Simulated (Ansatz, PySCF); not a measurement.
The pair A = H2S (SMILES S) (first 3 atoms), B = C3H4 (SMILES C=C=C); geometry from B3LYP-D3(BJ)/def2-TZVP.
(charge 0, multiplicity 1):
```xyz
10

S      0.17902     0.15321    -0.49991
H      0.31789    -1.17979    -0.42046
H      0.66804     0.33445     0.73996
C     -1.23714    -0.30546     3.08804
C      0.01972    -0.04085     3.28484
C      1.28086     0.22725     3.46359
H     -1.89338    -0.56427     3.91086
H     -1.66220    -0.27036     2.09109
H      1.61887     1.23771     3.66371
H      2.03322    -0.55257     3.42963
```

Frozen-core correlation. CBS: X⁻³ extrapolation of the correlation energy, Hartree–Fock from the larger set. MP2 and its Hartree–Fock in aug-cc-pV(T+d)Z are density fitted.

Run with Ansatz (Gaussian basis) for Hartree–Fock, density functionals and correlated methods; PySCF for the dispersion terms. Each number belongs to the level named beside it.

The monomers are drawn apart, rigid, along the line of their centres of mass. Counterpoise-corrected interaction energies (kcal/mol):

```tsv
level	R = 4.808 Å	R = 5.869 Å
PBE/def2-TZVPPD	-0.7005	-0.2190
PBE-D3(BJ)/def2-TZVPPD	-1.1591	-0.3641
wB97M-V/def2-TZVPPD	-0.9197	-0.3173
MP2/CBS(aug-cc-pV(D+d)Z, aug-cc-pV(T+d)Z) + ΔCCSD(T)/aug-cc-pV(D+d)Z	-0.9651	-0.3174
```

**Question.** R is the distance of the centres of mass. Find the local exponent m of E ∝ R⁻ᵐ between the two points.

**Answer.** 
m = ln(E₁/E₂)/ln(R₂/R₁): PBE/def2-TZVPPD 5.8; PBE-D3(BJ)/def2-TZVPPD 5.8; wB97M-V/def2-TZVPPD 5.3; MP2/CBS(aug-cc-pV(D+d)Z, aug-cc-pV(T+d)Z) + ΔCCSD(T)/aug-cc-pV(D+d)Z 5.6. For scale, two fixed dipoles give m = 3, dipole and quadrupole 4, quadrupoles 5, and dispersion or dipole-induced dipole 6 at long range; at these distances several terms mix, and what is left of overlap and damping shifts m, so it need not match one of them.

Ansatz is a quantum-chemistry and plane-wave program.
